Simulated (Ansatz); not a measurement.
Born–Oppenheimer molecular dynamics of BH4NO2 (8 atoms, charge 0, multiplicity 1). It goes on from the last frame of an earlier run, with new velocities.

These are results of RHF/def2-SVP in Ansatz 0.2.0, not measurements.

```
ensemble        : NVT, Langevin thermostat
time step       : 1 fs
steps asked     : 166
set temperature : 200 K
friction        : 0.02 /fs
seed            : 560705
```

First frame:

```xyz
8
Properties=species:S:1:pos:R:3
B 0.082 -0.244 0.137
N -0.381 0.314 1.360
H -1.290 0.374 1.624
H 0.350 0.358 2.013
O 1.389 -0.419 -0.006
H 1.657 -0.452 -0.894
O -0.778 -0.651 -0.831
H -1.698 -0.406 -0.700
```

Task: How far do the bonds stretch over the last three quarters of this one trajectory? (Pairs bonded in most of those frames.)

Result: 
| bond | mean (Å) | spread (Å) | shortest | longest |
| --- | --- | --- | --- | --- |
| B1–N2 | 1.420 | 0.023 | 1.37 | 1.45 |
| B1–O5 | 1.364 | 0.024 | 1.32 | 1.40 |
| B1–O7 | 1.373 | 0.021 | 1.33 | 1.42 |
| N2–H3 | 0.998 | 0.015 | 0.97 | 1.03 |
| N2–H4 | 1.000 | 0.016 | 0.97 | 1.03 |
| O5–H6 | 0.944 | 0.007 | 0.93 | 0.96 |
| O7–H8 | 0.944 | 0.015 | 0.91 | 0.98 |

Mean temperature of the second half: 179 K. The mean temperature of the second half is 10 % below the set value. A run of 0.17 ps of so small a system gives no equilibrium averages.

Run time: 82 s on 1 thread of Intel(R) Xeon(R) 6975P-C (Granite Rapids), on a shared host, peak memory 0.14 GiB.
